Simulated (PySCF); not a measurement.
Species: C7H6BrN.
Numbering: `[H]/[N:1]=[CH:2]\[c:3]1[cH:4][cH:5][c:6]([Br:7])[cH:8][cH:9]1` (hydrogens: H10 on N1; H11 on C2; H12 on C4; H13 on C5; H14 on C8; H15 on C9)

Structure used (PBE0-D3(BJ)/def2-SVP), in Å, numbered top down from 1:
```xyz
15
C7H6BrN angstrom
N      4.0094   -0.4457    0.1220
C      3.1470    0.4484    0.3820
C      1.6794    0.4064    0.2033
C      1.0151   -0.7149   -0.3118
C     -0.3645   -0.7212   -0.4684
C     -1.0987    0.4107   -0.1064
Br    -2.9698    0.4108   -0.3165
C     -0.4630    1.5389    0.4087
C      0.9201    1.5274    0.5591
H      3.5657   -1.2884   -0.2608
H      3.5226    1.3989    0.7999
H      1.5825   -1.6048   -0.5978
H     -0.8757   -1.5976   -0.8698
H     -1.0477    2.4167    0.6882
H      1.4249    2.4098    0.9624
```

Computed with PySCF at B3LYP/def2-SVPD, non-relativistic, on one gas-phase PBE0-D3(BJ)/def2-SVP geometry that isn't relaxed in the solvent. The solvent is an IEF-PCM continuum (cavity from Bondi-type radii × 1.2). The model holds no explicit solvent molecules, cavitation or dispersion. Spin–orbit coupling is left out although an atom past zinc is present.

Gas phase at B3LYP/def2-SVPD: HOMO -7.07 eV, LUMO -2.06 eV, dipole 1.51 D.

Q: What does the continuum do to the energy, the frontier levels and the dipole at B3LYP/def2-SVPD in chloroform and dimethylsulfoxide?

A: 
```
          solvent      ε  E(solvent) − E(gas) (kcal/mol)  polarisation term (kcal/mol)  distortion of the solute (kcal/mol)  HOMO (eV)  LUMO (eV)  dipole (D)
       chloroform  4.711                           -4.91                         -5.57                                 0.66      -6.97      -1.94        1.81
dimethylsulfoxide  46.83                           -7.01                         -8.37                                 1.36      -6.95      -1.92        1.93
```

The first energy column is the sum of the next two and covers electrostatics alone. From chloroform to dimethylsulfoxide the lowering changes by a factor 1.43, Onsager's factor (ε − 1)/(2ε + 1) by 1.36 and ε itself by 9.9.

Q: Which radius a makes the point-dipole formula ΔE = −[(ε − 1)/(2ε + 1)]·μ²/a³ give the value in dimethylsulfoxide, with the gas-phase dipole?

A: μ = 0.595 au and |ΔE| = 0.01117 Eh give a = 1.31 Å; the farthest nucleus lies 3.93 Å from the centroid of the nuclei, so such a sphere wouldn't even hold the nuclei. The formula assumes a rigid point dipole at the centre of a sphere.

Q: Give the dipole vector in the frame of the coordinates (D, pointing from negative to positive charge), gas and dimethylsulfoxide.

A: Gas (-1.47, 0.34, -0.03), solvent (-1.87, 0.46, -0.02). Its length changes by +28 % and its direction by less than 1°.

Q: How does the static polarisability (B3LYP/def2-SVPD, frozen core, with the continuum's full static response) change?

A: 
```json
{"medium": "gas", "isotropic (au)": "116.9", "principal values (au)": "64.8, 107.7, 178.1", "⟨r²⟩ of the electrons (bohr²)": "2300.7"}
{"medium": "chloroform", "isotropic (au)": "151.0", "principal values (au)": "81.5, 141.8, 229.7", "⟨r²⟩ of the electrons (bohr²)": "2302.8"}
{"medium": "dimethylsulfoxide", "isotropic (au)": "167.9", "principal values (au)": "92.8, 159.8, 251.1", "⟨r²⟩ of the electrons (bohr²)": "2303.7"}
```

The isotropic value in dimethylsulfoxide is 1.44 times the gas-phase one; no cavity-field correction is applied. ⟨r²⟩ is taken about the centre of nuclear charge.
